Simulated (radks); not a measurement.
Excited configurations of the tellurium ion Te2+: one electron is placed in a higher orbital outside [Kr] 4d10 5s2 5p1. The ground configuration is [Kr] 4d10 5s2 5p2. All-electron calculation, scalar-relativistic Kohn-Sham, PBE, spin-polarised, spherical densities, finite nucleus; open shells are filled with parallel spins first (spin-orbit coupling, left out, can overturn this in heavy ions); Fermi nuclear charge, rms radius 4.7423 fm. Program: a radial shooting solver on a logarithmic mesh with Libxc functionals. Excitation = E - E(ground); binding = E(ion) - E, where the ion is the core of charge +3; n* = 3/sqrt(2 binding) in atomic units, and the quantum defect is n - n*.

outer orbital,excitation (eV),binding (eV),n*,quantum defect,eigenvalue (eV)
5d,12.447,15.089,2.849,2.151,-12.026
6s,12.752,14.784,2.878,3.122,-12.647
6p,15.593,11.942,3.202,2.798,-10.202
6d,19.271,8.264,3.849,2.151,-7.003
6f,23.097,4.438,5.253,0.747,-3.739
7p,20.416,7.120,4.147,2.853,-6.118
7f,24.282,3.253,6.135,0.865,-2.778

The Delta-SCF ionisation energy is 27.536 eV (NIST Atomic Spectra Database: 27.84 eV, measured). Self-interaction in the functional shifts the binding energies and quantum defects, so they are the method's values and not measured ones. Open shells are spherical and high-spin; term and fine-structure splittings are not resolved. Spin-orbit splitting is averaged out at the scalar-relativistic level.
